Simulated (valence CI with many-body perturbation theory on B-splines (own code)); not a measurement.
## E1 transitions of Rh31+

Level of theory: valence CI with perturbative core correlation (CI+MBPT): four valence electrons over a frozen Dirac-Fock core [Ne], a basis of 11 s, 11 p, 9 d, 7 f, 5 g, 2 h, 1 i functions for each j, with the one-electron correlation potential Σ1, the two-electron term Σ2, the three-electron term Σ3, Breit, model QED; selected CI, second order for the rest (own B-spline code, finite nucleus).

The last digits are not significant, and no measured levels were compared; by estimate large intervals hold to a few tenths of a per cent, small ones and those within an open d or f shell to about a per cent.

Lines 1 to 50 of 233 in falling wavelength, among levels below 2432100 cm⁻¹, chosen from the strongest by gf and those to the six lowest levels. Wavelengths and rates use the calculated energies. Electric multipoles are in the length gauge, E1 and E2 with the static RPA response of the core. Weak lines are less certain than strong ones. Lines between different terms over intervals too small for the method are left out, as are lines whose strength nearly cancels. Where a level lies close to another of its J and parity, the split of strength between their lines is uncertain. The highest levels of a list are the least certain.

Levels are named by their leading jj configuration (3d3/2^4 stands for four electrons in 3d with j = 3/2), which in mixed levels can hold well under half, so a name can repeat and another be missing. Letters in brackets count levels of one name in rising energy.

```csv
λ vac (nm),Upper,Lower,A (s⁻¹),S (a.u.) with core polarisation,S without
32.81,(3s 3p1/2^2 3p3/2) J=2,(3s^2 3p3/2^2) J=2,1.42e+07,1.24e-03,1.27e-03
29.08,(3s 3p1/2^2 3p3/2) J=1,(3s^2 3p3/2^2) J=0,1.77e+07,6.46e-04,6.62e-04
23.01,(3s 3p1/2^2 3p3/2) J=1,(3s^2 3p3/2^2) J=2,2.14e+08,3.85e-03,3.94e-03
21.22,(3s 3p1/2 3p3/2 3d5/2) J=4 [b],(3s^2 3p3/2 3d3/2) J=3,7.49e+08,3.18e-02,3.25e-02
19.50,(3s 3p1/2^2 3d5/2) J=3,(3s^2 3p1/2 3d5/2) J=2,7.55e+08,1.93e-02,1.98e-02
18.98,(3s 3p1/2 3p3/2 3d5/2) J=4 [c],(3s^2 3p3/2 3d5/2) J=3,8.96e+08,2.72e-02,2.79e-02
18.97,(3s 3p1/2 3p3/2^2) J=2 [a],(3s^2 3p3/2^2) J=2,2.17e+08,3.66e-03,3.76e-03
17.70,(3s 3p1/2^2 3d5/2) J=3,(3s^2 3p1/2 3d5/2) J=3,1.12e+09,2.14e-02,2.19e-02
17.61,(3s 3p1/2^2 3p3/2) J=2,(3s^2 3p1/2 3p3/2) J=2,1.32e+09,1.78e-02,1.82e-02
17.35,(3s 3p1/2 3p3/2 3d5/2) J=4 [d],(3s^2 3p3/2 3d5/2) J=3,8.55e+08,1.98e-02,2.03e-02
17.31,(3s 3p1/2 3p3/2 3d5/2) J=5,(3s^2 3p3/2 3d5/2) J=4,2.73e+09,7.68e-02,7.86e-02
16.91,(3s 3p1/2 3p3/2^2) J=3,(3s^2 3p3/2^2) J=2,2.34e+09,3.91e-02,4.01e-02
16.47,(3s 3p1/2^2 3p3/2) J=2,(3s^2 3p1/2 3p3/2) J=1,2.08e+09,2.29e-02,2.34e-02
16.35,(3s 3p1/2 3p3/2^2) J=1 [a],(3s^2 3p3/2^2) J=0,1.07e+09,6.91e-03,7.08e-03
16.30,(3s^2 3p1/2 3d3/2) J=2,(3s^2 3p3/2^2) J=2,4.25e+08,4.54e-03,4.65e-03
15.53,(3s 3p1/2^2 3d3/2) J=2,(3s^2 3p1/2 3d3/2) J=2,2.65e+09,2.45e-02,2.51e-02
15.46,(3s 3p1/2 3p3/2 3d5/2) J=1 [a],(3s 3p3/2^3) J=2,3.27e+09,1.79e-02,1.83e-02
15.42,(3s 3p1/2 3p3/2 3d3/2) J=2 [b],(3s^2 3p1/2 3d3/2) J=1,1.92e+09,1.74e-02,1.78e-02
15.01,(3s 3p1/2 3p3/2 3d5/2) J=3 [e],(3s^2 3p3/2 3d5/2) J=3,2.37e+09,2.76e-02,2.83e-02
14.36,(3s 3p1/2 3p3/2^2) J=1 [b],(3s^2 3p3/2^2) J=0,1.36e+09,5.94e-03,6.09e-03
14.34,(3s 3p1/2^2 3p3/2) J=1,(3s^2 3p1/2 3p3/2) J=2,4.68e+09,2.04e-02,2.09e-02
14.24,(3s 3p1/2 3p3/2^2) J=1 [a],(3s^2 3p3/2^2) J=2,8.36e+08,3.57e-03,3.66e-03
14.13,(3s 3p1/2 3p3/2 3d3/2) J=2 [b],(3s^2 3p1/2 3d5/2) J=3,2.06e+09,1.44e-02,1.47e-02
13.93,(3s 3p1/2 3p3/2 3d5/2) J=3 [b],(3s 3p3/2^3) J=2,1.54e+09,1.44e-02,1.47e-02
13.68,(3s 3p1/2 3p3/2 3d5/2) J=2 [e],(3s 3p3/2^3) J=1,3.92e+09,2.48e-02,2.54e-02
13.66,(3p1/2^2 3p3/2^2) J=2,(3s 3p1/2 3p3/2^2) J=3,1.10e+10,6.95e-02,7.12e-02
13.59,(3s 3p1/2 3p3/2^2) J=2 [b],(3s^2 3p3/2^2) J=2,1.71e+09,1.06e-02,1.08e-02
13.57,(3s 3p1/2^2 3p3/2) J=1,(3s^2 3p1/2 3p3/2) J=1,7.31e+08,2.70e-03,2.77e-03
13.51,(3s 3p1/2 3p3/2 3d5/2) J=3 [c],(3s^2 3p3/2 3d5/2) J=4,2.22e+09,1.89e-02,1.94e-02
13.47,(3s^2 3p1/2 3d3/2) J=1,(3s^2 3p3/2^2) J=0,1.31e+09,4.74e-03,4.85e-03
13.26,(3s 3p1/2 3p3/2 3d5/2) J=2 [b],(3s 3p3/2^3) J=2,7.72e+09,4.45e-02,4.55e-02
13.25,(3s 3p1/2 3p3/2 3d5/2) J=4 [d],(3s^2 3p3/2 3d5/2) J=4,1.49e+09,1.54e-02,1.57e-02
13.10,(3s 3p3/2^2 3d3/2) J=1 [b],(3s^2 3p3/2 3d5/2) J=2,4.72e+09,1.57e-02,1.61e-02
13.04,(3s 3p1/2 3p3/2 3d3/2) J=2 [e],(3s^2 3p3/2 3d3/2) J=3,3.21e+09,1.76e-02,1.80e-02
13.01,(3s 3p1/2 3p3/2 3d5/2) J=3 [d],(3s^2 3p3/2 3d5/2) J=4,1.81e+09,1.37e-02,1.41e-02
12.92,(3s^2 3p1/2 3d5/2) J=3,(3s^2 3p3/2^2) J=2,6.26e+08,4.66e-03,4.78e-03
12.70,(3s 3p1/2 3p3/2^2) J=1 [b],(3s^2 3p3/2^2) J=2,1.04e+09,3.14e-03,3.22e-03
12.66,(3s 3p1/2 3p3/2^2) J=2 [a],(3s^2 3p1/2 3p3/2) J=2,2.22e+08,1.11e-03,1.14e-03
12.56,(3p1/2^2 3p3/2^2) J=2,(3s 3p1/2 3p3/2^2) J=2 [a],6.31e+09,3.08e-02,3.16e-02
12.35,(3s 3p1/2 3p3/2 3d3/2) J=2 [c],(3s^2 3p1/2 3d5/2) J=3,3.41e+09,1.58e-02,1.62e-02
12.22,(3s 3p3/2^2 3d5/2) J=4,(3s^2 3p3/2 3d5/2) J=4,3.29e+09,2.66e-02,2.73e-02
12.13,(3s 3p3/2^2 3d3/2) J=3,(3s^2 3p3/2 3d3/2) J=2,2.84e+09,1.75e-02,1.79e-02
12.11,(3s^2 3p1/2 3d5/2) J=2,(3s^2 3p3/2^2) J=2,5.52e+08,2.42e-03,2.47e-03
12.05,(3s 3p1/2 3p3/2^2) J=2 [a],(3s^2 3p1/2 3p3/2) J=1,5.18e+09,2.24e-02,2.29e-02
12.01,(3s^2 3p1/2 3d3/2) J=1,(3s^2 3p3/2^2) J=2,1.79e+09,4.60e-03,4.71e-03
11.80,(3s 3p1/2 3p3/2 3d3/2) J=2 [c],(3s 3p1/2 3p3/2^2) J=2 [b],5.36e+09,2.17e-02,2.22e-02
11.71,(3s 3p1/2 3p3/2^2) J=3,(3s^2 3p1/2 3p3/2) J=2,2.64e+09,1.46e-02,1.50e-02
11.41,(3s^2 3p1/2 3d3/2) J=2,(3s^2 3p1/2 3p3/2) J=2,1.16e+09,4.25e-03,4.37e-03
11.39,(3s 3p3/2^2 3d5/2) J=5,(3s^2 3p3/2 3d5/2) J=4,2.97e+10,2.38e-01,2.44e-01
11.37,(3s 3p1/2 3p3/2 3d3/2) J=1 [c],(3s 3p1/2 3p3/2^2) J=1 [b],6.23e+09,1.35e-02,1.39e-02
```
